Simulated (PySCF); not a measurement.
## Radial density of P (phosphorus, neutral)

PW91, [Ne] 3s1 3p3 3d1, high-spin 6D determinant (an excited configuration). Calculation: PySCF 2.14, in aug-cc-pwCVTZ (8s7p5d3f, 75 functions); no relativity, point nucleus.

```tsv
r (bohr)	4πr²ρ (e/bohr)	4πr²(ρα − ρβ)
0.00136	0.04881	0.0002
0.00229	0.1341	0.0004
0.00386	0.3623	0.0012
0.00649	0.9469	0.0031
0.0109	2.348	0.0077
0.0184	5.317	0.0173
0.0309	10.37	0.0335
0.0519	15.79	0.0516
0.0873	16.38	0.0685
0.147	11.64	0.1531
0.247	12.86	0.3976
0.416	15.54	0.3329
0.699	6.789	0.0362
1.18	2.137	1.5056
1.98	2.203	2.1960
3.33	0.7249	0.7249
5.60	0.1413	0.1413
9.41	0.0003922	0.0004
```

The outer electron is Rydberg-like, and this basis confines it to a smaller radius and binds it less than a complete one would. At PW91 the highest occupied level has a positive energy, so only the finite basis holds that electron; for this excited configuration the basis is too tight for the outer shell.
